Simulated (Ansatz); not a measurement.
```yaml
atoms:
  - { symbol: B, position_ang: [0.0000, 0.0000, -1.2295] }
  - { symbol: C, position_ang: [0.0000, 0.0000, 0.1681] }
  - { symbol: O, position_ang: [0.0000, 0.0000, 1.2094] }
  - { symbol: H, position_ang: [0.0000, -1.0866, -1.5122] }
  - { symbol: H, position_ang: [-0.9410, 0.5433, -1.5122] }
  - { symbol: H, position_ang: [0.9410, 0.5433, -1.5122] }
```

Basis set: 6-31G* (spherical functions). Left uncorrelated: 3 orbitals. Charge 0, multiplicity 1.

Computed with Ansatz (development build ahead of 0.2.0); each method stands on the lowest determinant of its kind that the runs found. Restricted open shells among the atoms or ions are ROHF, correlated in semicanonical orbitals with singles.

(1) Give the atomization energy at this shape (free ground-state atoms in the same class of orbitals less the molecule, no zero-point energy) of singlet CH3BO by RHF-MP2, RHF.

Results:

(1)

| method | atomization energy |
| --- | --- |
| RHF-MP2 | 503.22 kcal/mol |
| RHF | 393.54 kcal/mol |

Caution: no unrestricted run beside it, a lower state can exist; the shape is not the minimum.
